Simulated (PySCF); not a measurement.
Si(H)(NCO)(OH)2 (CH3NO3Si), SMILES O=C=N[SiH](O)O. Atoms are numbered in the order given.

```xyz
9

Si    -0.9054    -0.0596     0.4037
O     -1.6530    -1.1903    -0.5302
O     -1.5636     1.4249     0.0870
N      0.7860     0.0560     0.0545
C      1.9663    -0.0880    -0.1131
O      3.1192    -0.2024    -0.2843
H     -1.0671    -0.5024     1.7979
H     -1.8035    -0.9731    -1.4583
H     -0.9755     2.1879     0.1264
```
Charge 0, spin multiplicity 1.

The structure is a stationary point at B3LYP-D3(BJ)/def2-SVP. The structure was generated by enumeration, and PubChem lists no compound with its InChIKey, so it may never have been made. Other conformers were not sampled.

Two levels are set side by side: PBE/pcSseg-1 (PySCF) and KT2/pcSseg-1 (PySCF). GIAO shifts against H2O (¹⁷O), NH3 (¹⁵N), TMS (²⁹Si), TMS (¹H), TMS (¹³C) at the same level; non-relativistic, no solvent, atoms listed together averaged. Differences are taken from unrounded values.

```csv
quantity,KT2
δ(²⁹Si) of Si1 (ppm),-63.0
"δ(¹⁷O) of O2, O3 (ppm)",67.8
δ(¹⁵N) of N4 (ppm),57.9
δ(¹³C) of C5 (ppm),117.0
δ(¹⁷O) of O6 (ppm),132.8
δ(¹H) of H7 (ppm),4.98
```

### Question
What does PBE give, and how far is it from KT2? (The exact figures need the calculation; the answer reports its results.)

### Answer

```json
[
 {"quantity": "δ(²⁹Si) of Si1 (ppm)", "PBE": "-66.0", "PBE minus KT2": "-3.0"},
 {"quantity": "δ(¹⁷O) of O2, O3 (ppm)", "PBE": "70.6", "PBE minus KT2": "2.8"},
 {"quantity": "δ(¹⁵N) of N4 (ppm)", "PBE": "63.9", "PBE minus KT2": "6.0"},
 {"quantity": "δ(¹³C) of C5 (ppm)", "PBE": "121.3", "PBE minus KT2": "4.3"},
 {"quantity": "δ(¹⁷O) of O6 (ppm)", "PBE": "145.6", "PBE minus KT2": "12.8"},
 {"quantity": "δ(¹H) of H7 (ppm)", "PBE": "5.00", "PBE minus KT2": "0.02"}
]
```

Rough cost on one machine, each run with all the roots and properties that it gave: KT2 against PBE within a factor of 2.
